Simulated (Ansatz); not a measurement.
CH₃AlClFS, SMILES C[S][Al]([F])[Cl].

Geometry: PBE0-D3(BJ)/def2-SVP. The structure was generated by enumeration; whether it is a known compound was not checked. Other conformers were not sampled.

Two levels are set side by side: PBE/def2-SVPD (Ansatz, an electronic-structure program) and PBE0/def2-SVPD (Ansatz). Energy differences of separate SCF runs at the same geometry; the states with an electron removed or added have multiplicity 2 and 2. Differences are taken from unrounded values.

```tsv
quantity	PBE0
vertical ionisation energy (eV)	9.86
vertical singlet–triplet gap (eV)	5.06
```

**Question.** What does PBE give, and how far is it from PBE0? (An estimate is asked for; the answer gives what the named calculation found.)

**Answer.** 
```csv
quantity,PBE,PBE minus PBE0
vertical ionisation energy (eV),9.68,-0.18
vertical singlet–triplet gap (eV),4.82,-0.24
```
